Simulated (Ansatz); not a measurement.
CH₃F₂ISi, SMILES `C[Si](F)(F)I`, relaxed with RKS PBE-D4/def2-SVP in Ansatz 0.2.0 from a rough embedded geometry. The force threshold is 0.03 eV/Å; the program also tests the step.

The species carries charge 0 and has multiplicity 1. I takes the def2 core potential.

Start:

```xyz
8

C     0.014   -0.561   -0.851
Si   -0.142    0.565    0.575
F     0.253    2.001    0.079
F    -1.644    0.652    1.098
I     1.302   -0.090    2.432
H    -0.611   -0.339   -1.643
H     1.063   -0.628   -1.194
H    -0.237   -1.600   -0.496
```

By how much does the energy fall, and how many steps does the optimiser take? (An estimate is asked.)

Ansatz gave: 22.78 kJ/mol, in 5 steps.

Which bonds change most? (Estimate.)

The calculation gave: C1–H6 from 1.033 to 1.109 Å; Si2–F3 from 1.570 to 1.628 Å; Si2–F4 from 1.593 to 1.628 Å; C1–Si2 from 1.824 to 1.854 Å.

Give the relaxed structure. (Best estimate.)

Ansatz gave: 
```xyz
8

C     0.029   -0.622   -0.843
Si   -0.119    0.561    0.577
F     0.272    2.070    0.108
F    -1.659    0.634    1.102
I     1.303   -0.048    2.466
H    -0.641   -0.304   -1.667
H     1.071   -0.646   -1.219
H    -0.256   -1.644   -0.525
```
